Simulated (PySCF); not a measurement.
# How methods differ on the excitation energy of Ag

Ag [Kr] 4d10 5s1 (2S) → Ag [Kr] 4d10 5p1 (2P), as a difference of total energies. Computed with PySCF 2.14 in ANO-RCC-VTZP (7s6p4d2f1g, 68 functions), with scalar relativity by spin-free X2C-1e. Correlated levels: valence: [Kr] frozen. The calculations carry no spin-orbit coupling.

```json
{"method": "UHF", "excitation energy (eV)": "3.614"}
{"method": "MP2 (valence)", "excitation energy (eV)": "4.074"}
{"method": "SCS-MP2 (valence)", "excitation energy (eV)": "4.031"}
{"method": "CCSD (valence)", "excitation energy (eV)": "4.017"}
{"method": "CCSD(T) (valence)", "excitation energy (eV)": "4.040"}
```

Q: How much does correlation contribute at CCSD(T) (valence)?

A: 4.040 − (3.614) = 0.426 eV, measured against UHF.

Errors of the correlated levels include the incompleteness of this basis and the frozen core.

The basis was made for the ground configuration and has no added diffuse functions, so the excitation energy can come out too high.

For comparison: 3.740 eV (measured; NIST levels, between the centres of gravity of the two terms).
